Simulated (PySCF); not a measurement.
## [Zn(OCH3)(N(CH3)2)] (charge 0, multiplicity 1)

Calculation: TPSSh-D3(BJ)/def2-TZVP // r2SCAN-D4/def2-SVP (PySCF 2.14.0).

```json
{
 "HOMO": "-5.24 eV",
 "dipole_moment": "1.48 D",
 "HOMO–LUMO gap": "4.30 eV",
 "LUMO": "-0.93 eV",
 "charge on the central atom (Mulliken)": "0.35 e",
 "charge on the central atom (meta-Löwdin)": "1.20 e",
 "total_energy": "-55217.65 eV",
 "cost": "about 13 core-minutes (a rough figure)"
}
```

```xyz
15

Zn    -0.3245     0.2853     0.4335
O     -1.6977    -0.7841     0.1412
C     -2.4551    -0.8405    -1.0306
H     -3.2492    -1.6030    -0.9150
H     -1.8661    -1.1306    -1.9275
H     -2.9672     0.1149    -1.2763
N      1.0927     1.2436     1.0055
C      0.9486     2.5993     1.4764
C      2.4348     0.9410     0.5725
H      1.6325     2.8003     2.3291
H      1.1786     3.3685     0.7034
H     -0.0759     2.7926     1.8361
H      2.7857     1.5753    -0.2741
H      3.1639     1.0917     1.3978
H      2.5261    -0.1107     0.2536
```
